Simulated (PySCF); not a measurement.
## Molecular orbitals of RuF⁺

PBE at R = 1.813 Å; basis Ru def2-TZVPPD with ECP28, F def2-TZVPPD; scalar-relativistic core potentials; PySCF 2.14. State: ⁵Δ (quintet), unpaired electrons σ ↑, π ↑↑, δ ↑. Only the outer orbitals are listed, counted within each symmetry, core potentials removing the inner ones.

```
spin  orbital  occ.  ε (eV)  on Ru (%)           main shells (%)
   α       5σ     1  -18.90         32           65 F p, 30 Ru d
   α       2π     1  -17.77         33           66 F p, 33 Ru d
   α       2π     1  -17.77         33           66 F p, 33 Ru d
   α       1δ     1  -15.43        100                  100 Ru d
   α       1δ     1  -14.58        100                  100 Ru d
   α       3π     1  -14.50         68           67 Ru d, 32 F p
   α       3π     1  -14.50         68           67 Ru d, 32 F p
   α       6σ     1  -13.75         78  58 Ru d, 21 F p, 19 Ru s
   α       7σ     0  -10.82         97          77 Ru s, 13 Ru p
   α       4π     0   -6.62        104                  103 Ru p
   α       4π     0   -6.62        104                  103 Ru p
   β       5σ     1  -17.98         22           75 F p, 19 Ru d
   β       2π     1  -16.67         16           84 F p, 15 Ru d
   β       2π     1  -16.67         16           84 F p, 15 Ru d
   β       1δ     1  -13.08        100                  100 Ru d
   β       1δ     0  -12.08        100                  100 Ru d
   β       3π     0  -12.06         85           84 Ru d, 15 F p
   β       3π     0  -12.06         85           84 Ru d, 15 F p
```

Problem. Which are the highest filled and the lowest empty level, where do they sit, and how wide is the gap?

Solution. Highest filled β 1δ at -13.08 eV (in %: 100 Ru d); lowest empty β 1δ at -12.08 eV (in %: 100 Ru d); the gap at PBE is 1.00 eV. Both belong to one degenerate shell, split only by its one-sided filling, so this is no excitation gap.

```
bond order (Mayer)                                                                                                : 1.18
⟨S²⟩                                                                                                              : 6.003
charge on Ru (Mulliken, basis-dependent)                                                                          : 1.29
charge on Ru (Löwdin, basis-dependent)                                                                            : 1.30
dipole moment (positive dipole points towards F; it is taken about the centre of mass and depends on that origin) : -3.62 D
polarisability along the bond                                                                                     : 26.6 bohr³
polarisability across the bond                                                                                    : 18.8 bohr³
```

Shares are Mulliken populations and can fall outside 0 to 100 %.

Spin–orbit coupling is left out. The state is the lowest single determinant that the PBE0 search found; with open d or f shells the true ground state can be another one.
